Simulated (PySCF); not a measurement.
Excitation energy of Tc²⁺ by level of theory

Tc²⁺ [Kr] 4d5 (6S) → Tc²⁺ [Kr] 4d4 5p1 (high-spin determinant), as a difference of total energies. Computed with PySCF 2.14 in x2c-TZVPPall (8s6p6d2f1g, 79 functions), with scalar relativity by spin-free X2C-1e. Correlated levels: valence: [Kr] frozen. The calculations carry no spin-orbit coupling.

| method | excitation energy (eV) |
| --- | --- |
| UHF | 11.214 |
| MP2 (valence) | 11.513 |
| SCS-MP2 (valence) | 11.314 |
| CCSD (valence) | 11.494 |
| CCSD(T) (valence) | 11.494 |

Task: How much does correlation contribute at CCSD(T) (valence)?

Result: 11.494 − (11.214) = 0.280 eV, measured against UHF.

The basis was made for the ground configuration and has no added diffuse functions, so the excitation energy can come out too high.

The determinant of the upper state mixes LS terms, which raises its energy above the lowest term, most at the Hartree-Fock and MP2 levels.
